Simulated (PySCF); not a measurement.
# CoOBr + H₂O → HCoO₂ + HBr

Level: PBE0 in the def2-TZVP basis family, all electrons, no relativity, computed in PySCF with density fitting; open shells unrestricted.

```
species                                                              state and structure  ZPE (kJ/mol)  H(298 K) − H(0) (kJ/mol)  S° (J/(mol K))
  CoOBr                        quintet, C∞v, Co–Br 2.265 Å, Co–O 1.621 Å; Br–Co–O 180.0°           8.1                      13.9           298.8
    H₂O                                     singlet, C2v, O–H 0.960 Å (×2); H–O–H 105.1°          56.5                       9.9           188.7
  HCoO₂  triplet, Cs, Co–H 1.459 Å, Co–O 1.560 Å (×2); H–Co–O 102.7° (×2), O–Co–O 129.6°          31.7                      12.7           282.8
    HBr                                                       singlet, C∞v, H–Br 1.421 Å          16.0                       8.7           198.5
```

Problem. Is the gas-phase reaction uphill or downhill in electronic energy at this level, and by how much?

Solution. At PBE0/def2-TZVP, ΔE = 400.8 kJ/mol, uphill. 

Problem. Add zero-point, thermal and entropy terms for 298.15 K and 1 bar.

Solution. ΔZPE = -16.9 and Δ[H(298) − H(0)] = -2.4 kJ/mol give ΔH° = 381.5 kJ/mol. ΔS° = -6.2 J/(mol K), so ΔG° = 381.5 − 298.15 × (-0.0062) = 383 kJ/mol.

Open d or f shells are single determinants, so the state found may not be the ground state. Only the bonding shown was studied: isomers, or loss of a ligand pair, can lie lower.
